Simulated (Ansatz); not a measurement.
C4H9S, doublet, at a GFN2-xTB geometry; CCSD(T)/STO-3G in Ansatz (a quantum-chemistry and plane-wave program).

Here is a job for Ansatz.
Ansatz 0.2 input:
```yaml
crystal:
  periodic: [false, false, false]
  atoms:
    - {symbol: C, position_ang: [-0.71538146, 0.98031295, -1.11870904]}
    - {symbol: C, position_ang: [-0.07272565, -0.12100881, -0.28002528]}
    - {symbol: C, position_ang: [1.21599831, -0.61688840, -0.93010260]}
    - {symbol: C, position_ang: [-1.04783651, -1.27394779, -0.05822117]}
    - {symbol: S, position_ang: [0.35073758, 0.58359512, 1.35049168]}
    - {symbol: H, position_ang: [-0.97990170, 0.58957037, -2.10000213]}
    - {symbol: H, position_ang: [-1.61741266, 1.35117624, -0.63687632]}
    - {symbol: H, position_ang: [-0.02730017, 1.81269327, -1.24928387]}
    - {symbol: H, position_ang: [1.68594925, -1.38061903, -0.31429069]}
    - {symbol: H, position_ang: [0.99542825, -1.04397665, -1.90710378]}
    - {symbol: H, position_ang: [1.91946493, 0.20276865, -1.05917499]}
    - {symbol: H, position_ang: [-1.31992205, -1.71598798, -1.01538196]}
    - {symbol: H, position_ang: [-1.95251605, -0.92104190, 0.43205937]}
    - {symbol: H, position_ang: [-0.59591924, -2.04291254, 0.56453612]}
basis:
  gaussian:
    orbitals: STO-3G
magnetization: {spin_polarized: true, initial_magnetization: 1}
correlation: {method: ccsd_t}
```

### Question
Predict the main parts of the log of this Ansatz run.

### Answer

```
Functional definition: HF
512 factors; integrals over basis functions are off by at most 2.8e-5 eV
mean field evaluation 1: about -14910.4010 eV, gradient 1.5e1 eV
mean field evaluation 2: about -14910.7027 eV, gradient 1.5e1 eV
mean field evaluation 4: about -14912.7974 eV, gradient 1.3e0 eV
mean field evaluation 8: about -14912.8192 eV, gradient 1.5e-2 eV
mean field evaluation 16: about -14912.5259 eV, gradient 2.6e-1 eV
mean field evaluation 32: about -14912.8191 eV, gradient 1.3e-1 eV
mean field evaluation 64: about -14912.8192 eV, gradient 3.3e-3 eV
mean field evaluation 96: about -14912.8202 eV, gradient 8.3e-2 eV
mean field -14912.81916920 eV, -548.0359961961 hartree, gradient 2.2e-6 eV, S^2 0.754533; 5 other end points of the search recorded, 0 dependent functions left out
9 core orbitals not correlated
reference -14912.81916920 eV, -548.0359961961 hartree; 16, 15 occupied and 13, 14 virtual orbitals, 512 factors
second order -5.97000018 eV of doubles, -0.00000000 eV of singles
cycle   1  -7.24308611 eV  change    -1.3e0 eV  update   7.9e-2
cycle   2  -7.83201736 eV  change   -5.9e-1 eV  update   3.0e-2
cycle   3  -7.87553028 eV  change   -4.4e-2 eV  update   6.3e-3
cycle   4  -7.87869711 eV  change   -3.2e-3 eV  update   2.3e-3
cycle   5  -7.87921424 eV  change   -5.2e-4 eV  update   1.1e-3
cycle   6  -7.87912063 eV  change    9.4e-5 eV  update   4.5e-4
cycle   7  -7.87907899 eV  change    4.2e-5 eV  update   1.4e-4
cycle   8  -7.87909904 eV  change   -2.0e-5 eV  update   3.2e-5
perturbative correction -0.05171369 eV, -0.0019004432 hartree
Total energy: -14920.74998193 eV, -548.3274481883 hartree
```
